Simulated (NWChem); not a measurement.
BNH5 cation; SMILES B[NH3+]

Give the equilibrium geometry at PBE-D3(BJ)/def2-SVP (NWChem) as a list of bonds and angles, with the point group.

point group C1; any orientation.
Bond lengths (Å): B1–N2 1.551, B1–H3 1.202, B1–H4 1.203, N2–H5 1.045, N2–H6 1.038, N2–H7 1.039. Bond angles (°): N2–B1–H3 115.9, N2–B1–H4 115.5, H3–B1–H4 128.6, B1–N2–H5 107.6, B1–N2–H6 114.4, B1–N2–H7 113.8, H5–N2–H6 105.8, H5–N2–H7 105.4, H6–N2–H7 109.1.
